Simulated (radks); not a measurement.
Results of a calculation; reference values are marked as such.
Initial-state core-level shifts of the gallium ion Ga3+ when its valence configuration changes from [Ar] 3d10. Level of theory: scalar-relativistic Kohn-Sham, r2SCAN, spin-polarised, spherical densities, finite nucleus; open shells are filled with parallel spins first; meta-GGA in the generalised Kohn-Sham scheme; Fermi nuclear charge, rms radius 3.9973 fm (a radial shooting solver on a logarithmic mesh with Libxc functionals). Shifts are changes of the shell-averaged eigenvalues in eV (positive: less bound); the change of the density at the nucleus, which sets a Mossbauer isomer shift, is in e/bohr^3, on a base of 2.851e+04.

3d9 4p1: 2s -13.032; 2p -12.966; 3s -11.197; 3p -10.938; density at nucleus +4.673
3d9 4s1: 2s -11.546; 2p -11.478; 3s -9.657; 3p -9.406; density at nucleus +26.681
3d8 4s1 4p1: 2s -25.439; 2p -25.305; 3s -21.105; 3p -20.584; density at nucleus +34.537
3d9.5 4s0.5: 2s -5.677; 2p -5.643; 3s -4.794; 3p -4.670; density at nucleus +12.757
3d8.5 4s1.5: 2s -17.839; 2p -17.737; 3s -14.772; 3p -14.393; density at nucleus +41.733
3d9 4s0.5 4p0.5: 2s -12.291; 2p -12.224; 3s -10.427; 3p -10.172; density at nucleus +15.579
3d8 4s2: 2s -24.319; 2p -24.186; 3s -19.940; 3p -19.431; density at nucleus +58.024
3d8.5 4s1 4p0.5: 2s -18.385; 2p -18.284; 3s -15.358; 3p -14.973; density at nucleus +30.356
3d8 4s0.5 4p1.5: 2s -26.148; 2p -26.015; 3s -21.832; 3p -21.307; density at nucleus +22.345
